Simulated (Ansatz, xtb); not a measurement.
## A geometry optimisation of FGeHSi2+ with r2SCAN-D4/def2-SVP

The starting geometry of this gas-phase doublet has its atoms placed at random.

```yaml
atoms:
  - { symbol: F, position_ang: [0.2487, 1.6581, -1.1521] }
  - { symbol: Ge, position_ang: [-0.0938, -0.4152, -0.2585] }
  - { symbol: Si, position_ang: [-0.1506, 0.4563, 1.5691] }
  - { symbol: Si, position_ang: [1.9029, 0.5716, 0.2802] }
  - { symbol: H, position_ang: [0.5212, 1.4031, 0.2496] }
```

Q: Guess where an optimisation with r2SCAN-D4/def2-SVP ends from this start.

A: It ends as a structure with F1 bridging Ge2 and Si4, H5 bridging Si3 and Si4, given below by its coordinates. Distances that change by over a tenth: Ge2–Si3 (2.03 → 2.52 Å), Ge2–Si4 (2.29 → 2.72 Å). Contacts that close: F1–Si4 (2.44 → 1.77 Å).

The energy falls by 4.15 eV over 12 steps:

```json
{"step": "1", "E − E(last) (eV)": "4.152"}
{"step": "2", "E − E(last) (eV)": "2.389"}
{"step": "3", "E − E(last) (eV)": "1.398"}
{"step": "5", "E − E(last) (eV)": "0.242"}
{"step": "6", "E − E(last) (eV)": "0.038"}
{"step": "7", "E − E(last) (eV)": "0.018"}
{"step": "8", "E − E(last) (eV)": "0.003"}
{"step": "10", "E − E(last) (eV)": "0.000"}
{"step": "11", "E − E(last) (eV)": "0.000"}
{"step": "12", "E − E(last) (eV)": "0.000"}
```

Final geometry (Å):

```
atom    x (Å)    y (Å)    z (Å)
   F   0.8173   1.0207  -1.4153
  Ge  -0.5655  -0.3232  -0.6132
  Si   0.1224   0.3045   1.7300
  Si   1.7163   0.9608   0.1082
   H   0.3379   1.7111   0.8787
```

From the same start GFN2-xTB ends elsewhere, differing in F1–Si4 (4.00 against 1.77 Å here), Ge2–Si4 (4.50 against 2.72 Å here), Si3–H5 (2.88 against 1.66 Å here).

From so rough a start the end depends on the optimiser's path, so another program may land elsewhere. No frequencies were run, so the end isn't proven a minimum. Open shells are spin-unrestricted. Run with Ansatz 0.2.0, 99 s on 2 threads of Intel(R) Xeon(R) Processor @ 2.70GHz, on a shared host.
